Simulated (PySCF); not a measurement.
Polarisability and C₆ of Mn²⁺ (manganese, charge +2)

[Ar] 3d5, high-spin 6S determinant. Computed with PySCF 2.14 in def2-QZVPPD (11s6p5d4f2g, 100 functions), with no relativity, point nucleus. Coupled (time-dependent) response in atomic units; α is the mean over directions.

```csv
method,mean α (bohr³),C₆ (like pair),S(−4)
UHF,3.192,9.261,4.614
PBE,4.088,12.00,10.27
```

S(−4) is the Cauchy moment in α(ω) = α(0) + S(−4) ω² + …

α(iu) at UHF:

```json
{"u (hartree)": "0", "α(iu) (bohr³)": "3.192"}
{"u (hartree)": "0.0500", "α(iu) (bohr³)": "3.180"}
{"u (hartree)": "0.100", "α(iu) (bohr³)": "3.147"}
{"u (hartree)": "0.200", "α(iu) (bohr³)": "3.025"}
{"u (hartree)": "0.300", "α(iu) (bohr³)": "2.858"}
{"u (hartree)": "0.500", "α(iu) (bohr³)": "2.491"}
{"u (hartree)": "0.750", "α(iu) (bohr³)": "2.092"}
{"u (hartree)": "1.00", "α(iu) (bohr³)": "1.778"}
{"u (hartree)": "1.50", "α(iu) (bohr³)": "1.325"}
{"u (hartree)": "2.00", "α(iu) (bohr³)": "1.018"}
{"u (hartree)": "3.00", "α(iu) (bohr³)": "0.6452"}
{"u (hartree)": "5.00", "α(iu) (bohr³)": "0.3201"}
```

A single London oscillator, α(iu) = α/(1 + u²/ω²), gives C₆ = (3/4) ω α². Matching the computed C₆ needs ω = 4 × 9.261 / (3 × 3.192²) = 1.21 hartree.

For an ion, C₆ is the dispersion term alone; charge-induced terms of lower order in 1/R come first.
